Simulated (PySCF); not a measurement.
Mo(NH)(S)(Me)(SH) (CH5MoNS2), SMILES [CH3][Mo](=[NH])(=[S])[SH], multiplicity 1. Heavy atoms are numbered as in [Mo:1](=[NH:2])(=[S:4])([CH3:5])[SH:9]. Hydrogens are named by the atom that carries them.

Geometry optimised at B3LYP-D3(BJ)/def2-SVP. The spin state was assumed, not searched. The structure was generated by enumeration; whether it is a known compound was not checked. The def2 effective core potentials stand for the cores of Mo; spin–orbit coupling is left out. Other conformers were not sampled.

The numbers are results of CAM-B3LYP/def2-TZVP (PySCF), not measurements.

Atomic charges (e), one atom of each kind:

```json
[
 {"atom": "Mo1", "Mulliken": "1.16", "Löwdin": "-0.02"},
 {"atom": "N2 (NH)", "Mulliken": "?", "Löwdin": "-0.31"},
 {"atom": "H on N2", "Mulliken": "0.25", "Löwdin": "0.16"},
 {"atom": "S4", "Mulliken": "?", "Löwdin": "0.12"},
 {"atom": "C5 (CH3)", "Mulliken": "?", "Löwdin": "-0.48"},
 {"atom": "H on C5", "Mulliken": "?", "Löwdin": "0.13"},
 {"atom": "S9 (SH)", "Mulliken": "-0.40", "Löwdin": "0.08"},
 {"atom": "H on S9", "Mulliken": "0.17", "Löwdin": "0.06"}
]
```

**Question.** Complete the blanks. (Estimate from the structure and the level; the computed values follow.)

**Answer.** 
- N2 (NH), Mulliken: -0.66
- S4, Mulliken: -0.39
- C5 (CH3), Mulliken: -0.58
- H on C5, Mulliken: 0.15
